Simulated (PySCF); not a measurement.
**A computed series [M(NH2)3]+**

Computed with PySCF 2.14.0, PBE0, def2-SVP on the ligands, density fitting, scalar-relativistic core potentials, no spin-orbit coupling, vacuum. Each member is relaxed from one template within its symmetry. Distances are means of the shortest metal–ligand contacts, charges and spins Mulliken's; removal energies are rigid, with the ligand's formal charge and no counterpoise, so too large; for an anion taken off a cation in vacuum most of it is the attraction of opposite charges, and multiply charged cations can part far more cheaply with an electron moved from ligand to metal. lcecp potentials hold a fixed number of 4f electrons in the core, out of states, spins and gaps.

| metal | basis on the metal | point group | M–NH2 (Å) | charge on M (e) | removal of one NH2 (eV) | strongest infrared band, degenerate modes summed (cm⁻¹) | unstable modes (below −25 cm⁻¹) |
| --- | --- | --- | --- | --- | --- | --- | --- |
| Nd | lcecp-2-SVP with ECP48 | Cs | 2.099 | 1.29 | 17.20 | – | 1 |
| Pb | def2-SVP with ECP60 | C3h | 2.142 | 0.99 | 17.53 | – | 3 |

Question: Order these by the M–NH2 distance, lowest first.
A. Dy, lcecp-2-SVP with ECP54
B. Pr, lcecp-2-SVP with ECP47
C. Tb, lcecp-2-SVP with ECP53
D. Hf, def2-SVP with ECP60
E. Ce, lcecp-2-SVP with ECP46

Answer: D (1.983), A (2.030), C (2.039), B (2.111), E (2.121).

Question: What else do they give?

Answer: 
```json
{"metal": "Ce", "basis on the metal": "lcecp-2-SVP with ECP46", "point group": "C3v", "M–NH2 (Å)": "2.121", "charge on M (e)": "1.42", "removal of one NH2 (eV)": "17.09", "strongest infrared band, degenerate modes summed (cm⁻¹)": "669", "unstable modes (below −25 cm⁻¹)": "0"}
{"metal": "Pr", "basis on the metal": "lcecp-2-SVP with ECP47", "point group": "C3v", "M–NH2 (Å)": "2.111", "charge on M (e)": "1.27", "removal of one NH2 (eV)": "17.24", "strongest infrared band, degenerate modes summed (cm⁻¹)": "–", "unstable modes (below −25 cm⁻¹)": "not given"}
{"metal": "Tb", "basis on the metal": "lcecp-2-SVP with ECP53", "point group": "C3v", "M–NH2 (Å)": "2.039", "charge on M (e)": "1.25", "removal of one NH2 (eV)": "17.87", "strongest infrared band, degenerate modes summed (cm⁻¹)": "3517", "unstable modes (below −25 cm⁻¹)": "0"}
{"metal": "Dy", "basis on the metal": "lcecp-2-SVP with ECP54", "point group": "C3v", "M–NH2 (Å)": "2.030", "charge on M (e)": "1.20", "removal of one NH2 (eV)": "17.96", "strongest infrared band, degenerate modes summed (cm⁻¹)": "–", "unstable modes (below −25 cm⁻¹)": "not given"}
{"metal": "Hf", "basis on the metal": "def2-SVP with ECP60", "point group": "nearly C3v", "M–NH2 (Å)": "1.983", "charge on M (e)": "1.19", "removal of one NH2 (eV)": "18.40", "strongest infrared band, degenerate modes summed (cm⁻¹)": "666", "unstable modes (below −25 cm⁻¹)": "0"}
```

From Ce to Dy the M–NH2 distance shrinks by 0.09 Å, the lanthanide contraction, and the energy to remove one NH2 rises by 0.86 eV.

Members with unstable modes aren't minima as they stand: saddle points kept by symmetry or, where the modes are soft, flat surfaces and noise. Moved off a saddle point of the template and relaxed again: Ce, Pr, Nd, Tb, Dy, Hf, Pb. One start shape was tried for each, so a minimum needn't be the lowest isomer. Oxidation states forced by the potential, rare, strongly oxidising or of another configuration in reality: [Pr(NH2)3]+, [Nd(NH2)3]+, [Tb(NH2)3]+, [Dy(NH2)3]+.
